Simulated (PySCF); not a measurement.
Species: FGaH5N.
Bonds: N1–Ga2, Ga2–F3. Hydrogens: H4, H5, H6 on N1; H7, H8 on Ga2.

Method: PySCF, PBE0-D3(BJ)/def2-SVP geometry optimisation, gas phase; density fitting, grid level 1; the optimiser is geomeTRIC in internal coordinates, started from a GFN2-xTB structure with every atom displaced at random (about 0.01 Å).

The end geometry, which sets the zero of energy:
```
atom  x, y, z in Å
N1      1.0233    0.0273    0.0303
Ga2    -1.0990   -0.1851    0.0283
F3     -1.2813    1.3990   -0.7807
H4      1.5540   -0.7349    0.4511
H5      1.3362    0.1396   -0.9344
H6      1.2570    0.8891    0.5243
H7     -1.4318   -0.1437    1.5663
H8     -1.3034   -1.4109   -0.9381
```

Question: These geometries come from the run, each turned onto the end geometry. Order them by energy, lowest first.
A.
```
atom  x, y, z in Å
N1      1.0215    0.0331    0.0418
Ga2    -1.0995   -0.1784    0.0443
F3     -1.2728    1.3970   -0.7735
H4      1.5582   -0.7378    0.4394
H5      1.2834    0.1215   -0.9413
H6      1.3046    0.8970    0.5068
H7     -1.4881   -0.1528    1.5656
H8     -1.2524   -1.3992   -0.9360
```
B.
```
atom  x, y, z in Å
N1      1.0193    0.0392    0.0463
Ga2    -1.1033   -0.1860    0.0493
F3     -1.2643    1.4073   -0.7621
H4      1.5606   -0.7329    0.4373
H5      1.2619    0.1156   -0.9430
H6      1.3388    0.9008    0.4932
H7     -1.5208   -0.1553    1.5633
H8     -1.2372   -1.4083   -0.9371
```
C.
```
atom  x, y, z in Å
N1      1.0115    0.0455    0.0500
Ga2    -1.1148   -0.1858    0.0544
F3     -1.2493    1.4267   -0.7737
H4      1.5562   -0.7251    0.4397
H5      1.2431    0.1169   -0.9407
H6      1.3644    0.8949    0.4788
H7     -1.5332   -0.1728    1.5763
H8     -1.2230   -1.4199   -0.9377
```
D.
```
atom  x, y, z in Å
N1      1.0701   -0.0133    0.0510
Ga2    -1.1235   -0.1957    0.0344
F3     -1.2284    1.3641   -0.7696
H4      1.6931   -0.6997    0.4353
H5      1.2988    0.1490   -0.9415
H6      1.2265    0.9007    0.5253
H7     -1.5054   -0.1525    1.5189
H8     -1.3762   -1.3721   -0.9066
```

Answer: A (0.004 eV), B (0.011 eV), C (0.033 eV), D (0.092 eV).

In the order of the answer:

```tsv
step	E above end (eV)	largest force (eV/Å)	rms force component (eV/Å)	rms distance from end (Å)	rms bond change (Å)	bond most changed (Å)
3	0.004	0.12	0.037	0.040	0.002	Ga2–F3 -0.005
2	0.011	0.22	0.070	0.059	0.003	Ga2–F3 +0.007
1	0.033	0.65	0.210	0.075	0.013	Ga2–F3 +0.030
0	0.092	1.82	0.528	0.078	0.038	N1–Ga2 +0.068
```

What follows is the cost of the whole optimisation. On an Intel Xeon Platinum 8488C with one thread, on a shared host, this took 16 s of wall time and 0.37 GiB of memory at its peak.
